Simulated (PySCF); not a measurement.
Atomic charges by several schemes

Species: C₅H₁₀N₂Si.
Geometry (GFN2-xTB, Å), atoms numbered from 1 in this order:
```
atom  x, y, z in Å
C1    -2.8214    0.4704   -1.5017
C2    -2.2254    0.4275   -0.3257
C3    -0.7464    0.5291   -0.1254
N4    -0.2870   -0.5382    0.7453
C5     1.1417   -0.5227    0.9951
Si6    2.3051   -0.8165   -0.5108
C7     2.3382    0.7130   -1.5804
N8     2.3575    1.6565   -2.2318
H9    -2.2624    0.5940   -2.4153
H10   -3.8910    0.4003   -1.6024
H11   -2.7933    0.3026    0.5859
H12   -0.5133    1.4770    0.3761
H13   -0.2303    0.5347   -1.1027
H14   -0.5681   -1.4356    0.3602
H15    1.3766    0.4359    1.4688
H16    1.3435   -1.2965    1.7417
H17    1.7882   -1.8954   -1.3587
H18    3.6788   -1.0297   -0.0593
```

Density: PBE0/pcSseg-1 (PySCF); schemes: Mulliken, IAO, Hirshfeld and ESP-fitted. Geometry: GFN2-xTB, one conformer, isolated molecule.

**Question.** At which atom do the 4 schemes differ most?

**Answer.** At N4: from -0.680 (ESP-fitted) to -0.162 e (Hirshfeld), 0.518 e apart.

**Question.** Which atoms carry the lowest charge in the Mulliken, IAO, Hirshfeld and ESP-fitted schemes?

**Answer.** The schemes don't all agree: Mulliken N4 (-0.502); IAO C5 (-0.414); Hirshfeld N8 (-0.200); ESP-fitted N4 (-0.680).

**Question.** For which atoms does the sign change between the 4 schemes (beyond +0.03 e in one, beyond −0.03 e in another)?

**Answer.** C3 and C7.

**Question.** Tabulate the Mulliken, IAO, Hirshfeld and ESP-fitted charges.

**Answer.** In e:

```json
{"atom": "C1", "environment": "terminal =CH2 carbon", "Mulliken": "-0.144", "IAO": "-0.317", "Hirshfeld": "-0.101", "ESP-fitted": "-0.436"}
{"atom": "C2", "environment": "alkene CH carbon", "Mulliken": "-0.249", "IAO": "-0.137", "Hirshfeld": "-0.040", "ESP-fitted": "-0.194"}
{"atom": "C3", "environment": "sp3 carbon bound to nitrogen", "Mulliken": "-0.023", "IAO": "-0.150", "Hirshfeld": "-0.028", "ESP-fitted": "+0.124"}
{"atom": "N4", "environment": "secondary amine nitrogen", "Mulliken": "-0.502", "IAO": "-0.399", "Hirshfeld": "-0.162", "ESP-fitted": "-0.680"}
{"atom": "C5", "environment": "sp3 carbon bound to nitrogen", "Mulliken": "-0.318", "IAO": "-0.414", "Hirshfeld": "-0.104", "ESP-fitted": "-0.183"}
{"atom": "Si6", "environment": "SiH2 silicon", "Mulliken": "+0.653", "IAO": "+0.710", "Hirshfeld": "+0.378", "ESP-fitted": "+0.375"}
{"atom": "C7", "environment": "cyano carbon", "Mulliken": "-0.205", "IAO": "-0.159", "Hirshfeld": "-0.032", "ESP-fitted": "+0.164"}
{"atom": "N8", "environment": "cyano nitrogen", "Mulliken": "-0.207", "IAO": "-0.200", "Hirshfeld": "-0.200", "ESP-fitted": "-0.397"}
{"atom": "H9", "environment": "vinylic hydrogen", "Mulliken": "+0.117", "IAO": "+0.147", "Hirshfeld": "+0.047", "ESP-fitted": "+0.188"}
{"atom": "H10", "environment": "vinylic hydrogen", "Mulliken": "+0.120", "IAO": "+0.154", "Hirshfeld": "+0.048", "ESP-fitted": "+0.191"}
{"atom": "H11", "environment": "vinylic hydrogen", "Mulliken": "+0.109", "IAO": "+0.151", "Hirshfeld": "+0.045", "ESP-fitted": "+0.159"}
{"atom": "H12", "environment": "methylene hydrogen", "Mulliken": "+0.138", "IAO": "+0.149", "Hirshfeld": "+0.046", "ESP-fitted": "+0.113"}
{"atom": "H13", "environment": "methylene hydrogen", "Mulliken": "+0.138", "IAO": "+0.109", "Hirshfeld": "+0.025", "ESP-fitted": "+0.075"}
{"atom": "H14", "environment": "N–H hydrogen", "Mulliken": "+0.180", "IAO": "+0.239", "Hirshfeld": "+0.104", "ESP-fitted": "+0.370"}
{"atom": "H15", "environment": "methylene hydrogen", "Mulliken": "+0.149", "IAO": "+0.156", "Hirshfeld": "+0.048", "ESP-fitted": "+0.133"}
{"atom": "H16", "environment": "methylene hydrogen", "Mulliken": "+0.150", "IAO": "+0.159", "Hirshfeld": "+0.048", "ESP-fitted": "+0.134"}
{"atom": "H17", "environment": "Si–H hydrogen", "Mulliken": "-0.044", "IAO": "-0.102", "Hirshfeld": "-0.061", "ESP-fitted": "-0.056"}
{"atom": "H18", "environment": "Si–H hydrogen", "Mulliken": "-0.060", "IAO": "-0.096", "Hirshfeld": "-0.060", "ESP-fitted": "-0.079"}
```

Mean size of the charges over all atoms: ESP-fitted 0.225 e, IAO 0.219 e, Mulliken 0.195 e, Hirshfeld 0.088 e. Each set sums to the total charge, 0, to within 0.001 e. The Mulliken scheme counts on each atom the diagonal of the density matrix times the overlap matrix over that atom's basis functions.

**Question.** Sum the charges by element, for elements with more than one atom.

**Answer.** 
```csv
element,atoms,Mulliken,IAO,Hirshfeld,ESP-fitted
C,5,-0.941,-1.177,-0.305,-0.526
N,2,-0.709,-0.599,-0.363,-1.076
H,10,+0.997,+1.066,+0.289,+1.228
```

**Question.** How many electrons does the Hirshfeld scheme count on Si6?

**Answer.** Z − q = 14 − (+0.378) = 13.622.

**Question.** How closely do the schemes follow one another over all atoms?

**Answer.** Correlation coefficient and root-mean-square difference: Mulliken with IAO 0.96, 0.073 e; IAO with Hirshfeld 0.94, 0.157 e; Mulliken with Hirshfeld 0.92, 0.144 e; Mulliken with ESP-fitted 0.82, 0.161 e; IAO with ESP-fitted 0.81, 0.168 e; Hirshfeld with ESP-fitted 0.81, 0.191 e.
